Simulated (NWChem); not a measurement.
System: CH2F3In; SMILES F[C](F)([InH2])F

```xyz
7

In    -0.0116    -1.0223    -0.0054
C     -0.0127     1.2056    -0.0224
F     -1.2152     1.7446    -0.2824
F      0.8379     1.7118    -0.9335
F      0.3736     1.6900     1.1752
H      1.5381    -1.7783     0.0260
H     -1.5428    -1.8165    -0.0051
```
Atoms are numbered in this order, from 1.

Level: PBE0/def2-SVP with def2 effective core potentials on In (NWChem), optimised geometry, unscaled harmonic frequencies. def2 effective core potentials on In; no spin-orbit coupling.

```json
[
 {"frequency (cm⁻¹)": "16", "IR intensity (km/mol)": "0.2"},
 {"frequency (cm⁻¹)": "148", "IR intensity (km/mol)": "2.1"},
 {"frequency (cm⁻¹)": "167", "IR intensity (km/mol)": "1.8"},
 {"frequency (cm⁻¹)": "242", "IR intensity (km/mol)": "20.7"},
 {"frequency (cm⁻¹)": "380", "IR intensity (km/mol)": "50.9"},
 {"frequency (cm⁻¹)": "504", "IR intensity (km/mol)": "57.9"},
 {"frequency (cm⁻¹)": "528", "IR intensity (km/mol)": "2.9"},
 {"frequency (cm⁻¹)": "546", "IR intensity (km/mol)": "61.2"},
 {"frequency (cm⁻¹)": "591", "IR intensity (km/mol)": "184.5"},
 {"frequency (cm⁻¹)": "730", "IR intensity (km/mol)": "6.9"},
 {"frequency (cm⁻¹)": "1144", "IR intensity (km/mol)": "225.6"},
 {"frequency (cm⁻¹)": "1163", "IR intensity (km/mol)": "195.3"},
 {"frequency (cm⁻¹)": "1184", "IR intensity (km/mol)": "282.9"},
 {"frequency (cm⁻¹)": "1818", "IR intensity (km/mol)": "79.0"},
 {"frequency (cm⁻¹)": "1829", "IR intensity (km/mol)": "267.7"}
]
```

The zero-point energy is 15.7 kcal/mol and the thermal correction to the enthalpy at 298.15 K (with zero-point energy) comes out as 20.5 kcal/mol. The heat capacity Cv is 21.2 cal/(mol K). The entropy at 298.15 K and 1 atm (symmetry number 1) is 87.1 cal/(mol K).

Rigid rotor and harmonic oscillator; modes under 100 cm⁻¹ make the entropy uncertain.
